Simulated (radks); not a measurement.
Valence configurations of Pb IV (all share [Xe]). Calculated with a radial shooting solver on a logarithmic mesh with Libxc functionals: scalar-relativistic Kohn-Sham, SCAN, spin-unpolarised, spherical densities, finite nucleus; meta-GGA in the generalised Kohn-Sham scheme; Fermi nuclear charge, rms radius 5.5012 fm. Energies are relative to 4f14 5d10 6s1; eigenvalues in eV.

valence               E (eV)    e(4f)    e(5d)    e(6p)    e(6s)
4f14 5d10 6s1          0.000  -163.05  -49.979        -  -37.443
4f14 5d9 6s1 6p1      25.632  -169.78  -54.908  -27.983  -40.500
4f13 5d10 6s2         133.59  -181.65  -55.405        -  -39.938
4f14 5d9 6p2          38.104  -171.47  -56.441  -28.774        -
4f13 5d10 6s1 6p1     146.26  -183.38  -57.016  -28.223  -40.865
4f14 5d9.5 6s1 6p0.5  12.497  -166.42  -52.460  -26.828  -38.977
4f14 5d10 6p1         11.773  -164.78  -51.572  -26.579        -
4f14 5d8.5 6s2 6p0.5  26.505  -171.46  -55.748  -28.250  -41.048
4f13 5d9 6s1 6p2      176.39  -190.25  -61.969  -30.438  -43.855
4f14 5d8 6s1 6p2      53.848  -176.51  -59.721  -30.149  -43.426

NIST lists [Xe] 4f14 5d10 6s1 as the ground configuration; this level of theory agrees among the configurations tried. The energies are those of spherical spin-averaged densities, not of single terms.
